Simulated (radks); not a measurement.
Results of a calculation; reference values are marked as such.
Orbital eigenvalues (eV) of the arsenic ion As+, [Ar] 3d10 4s2 4p2, of relativity; Dirac values are averaged over j with weights 2j + 1. Spin-unpolarised spherical Kohn-Sham, BLYP, point nucleus unless stated (finite: rms radius 4.0968 fm), a radial shooting solver on a logarithmic mesh with Libxc functionals. A level marked "c x" has the speed of light scaled by that factor and shares open shells by 2j + 1; other Dirac levels either fill j = l - 1/2 first or share by 2j + 1.

| shell | non-rel. |
|---|---|
| 1s | -11552 |
| 2s | -1457.0 |
| 2p | -1304.2 |
| 3s | -193.31 |
| 3p | -141.76 |
| 3d | -51.319 |
| 4s | -22.782 |
| 4p | -13.255 |

Give the values at the level "Dirac, c x 5".

Answer. 
shell  Dirac, c x 5  change of magnitude (%)
1s           -11559                    +0.06
2s          -1458.5                    +0.10
2p          -1304.6                    +0.03
3s          -193.55                    +0.13
3p          -141.82                    +0.04
3d          -51.276                    -0.08
4s          -22.802                    +0.08
4p          -13.255                    0.00
